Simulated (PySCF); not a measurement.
# Gallium: a sound run and one with changed settings

Sound run: Ga⁺ [Ar] 3d10 4s2, Ga²⁺ [Ar] 3d10 4s1. All numbers are calculated (PySCF 2.14, scalar relativity by spin-free X2C-1e, in aug-cc-pVDZ-DK). The sound run starts from symmetry-adapted Hartree-Fock orbitals and uses a fine grid where one is needed.

Changed run: radial step 1.2 in ln r (0.13 in the sound run). This setting is unsound on purpose.

```
species  method  sound run (hartree)  changed run (hartree)  converged
    Ga⁺     UHF          -1941.88183            -1941.88183        yes
    Ga⁺   B3LYP          -1943.57210            -1942.68993        yes
    Ga⁺  r2SCAN          -1943.48531            -1943.74540        yes
   Ga²⁺     UHF          -1941.19086            -1941.19086        yes
   Ga²⁺   B3LYP          -1942.80513            -1941.84050        yes
   Ga²⁺  r2SCAN          -1942.73026            -1942.82105        yes
```

Ionisation energy of Ga⁺:

| method | sound run (eV) | changed run (eV) |
| --- | --- | --- |
| UHF | 18.802 | 18.802 |
| B3LYP | 20.870 | 23.114 |
| r2SCAN | 20.546 | 25.153 |

A coarse radial grid mis-integrates the density and the exchange-correlation energy, with errors of either sign; Hartree-Fock needs no grid.

For comparison, NIST gives 20.515 eV between the lowest levels.
